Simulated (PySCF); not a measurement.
Ga³⁺ (gallium, charge +3): UHF calculation

Configuration: [Ar] 3d10, closed-shell 1S. All numbers are calculated (PySCF 2.14, scalar relativity through the core potential, in aug-cc-pVTZ-PP with one added diffuse shell each of s, d, f type with ECP10MDF (7s5p5d3f, 68 functions)).

| Item | Value |
| --- | --- |
| Total energy | -256.320831 hartree |
| One-electron energy | -438.3576 hartree |
| Hartree (Coulomb) energy | 203.1936 hartree |
| Exchange energy | -21.1568 hartree |
| ⟨S²⟩ | 0.0000 |
| ⟨L²⟩ | 0.000 |
| Sum of ⟨r⟩ | 13.17 bohr |
| Sum of ⟨r²⟩ | 11.82 bohr² |

```json
{"shell": "3s", "electrons": "2", "mean orbital energy (eV)": "-212.44", "rms radius, mean of both spins (bohr)": "0.701"}
{"shell": "3p", "electrons": "6", "mean orbital energy (eV)": "-157.75", "rms radius, mean of both spins (bohr)": "0.737"}
{"shell": "3d", "electrons": "10", "mean orbital energy (eV)": "-64.999", "rms radius, mean of both spins (bohr)": "0.871"}
```

Energies and moments cover only the electrons outside the core potential.
